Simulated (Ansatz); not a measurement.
Basis-set series for `[F][Hf]([F])([F])[F]`. Charge 0, multiplicity 1. Hf takes the def2 core potential. The geometry is a stationary point of PBE0-D4/def2-TZVP.

```csv
atom,x (Å),y (Å),z (Å)
F1,-1.203,-0.067,-1.465
Hf2,0.000,0.000,0.000
F3,1.435,-1.203,-0.305
F4,0.679,1.762,0.181
F5,-0.911,-0.492,1.589
```

```json
{"functional": "PBE0-D4", "basis": "def2-SVP", "functions": "88", "energy (Eh)": "-447.02807", "HOMO (eV)": "-12.06", "LUMO (eV)": "-0.83"}
{"functional": "PBE0-D4", "basis": "def2-QZVPP", "functions": "309", "energy (Eh)": "-447.56246", "HOMO (eV)": "-12.19", "LUMO (eV)": "-0.96"}
{"functional": "ωB97M-V", "basis": "def2-SVP", "functions": "88", "energy (Eh)": "-447.24295", "HOMO (eV)": "-14.56", "LUMO (eV)": "0.40"}
{"functional": "ωB97M-V", "basis": "def2-QZVPP", "functions": "309", "energy (Eh)": "-447.78599", "HOMO (eV)": "-14.72", "LUMO (eV)": "0.04"}
```

(1) Give the rows for def2-TZVPP. (An estimate is asked.)

Answers

(1) Ansatz gave: 
| functional | basis | functions | energy (Eh) | HOMO (eV) | LUMO (eV) |
| --- | --- | --- | --- | --- | --- |
| PBE0-D4 | def2-TZVPP | 180 | -447.53995 | -12.17 | -0.90 |
| ωB97M-V | def2-TZVPP | 180 | -447.76520 | -14.69 | 0.27 |

Positive LUMOs are unbound and depend on the basis.
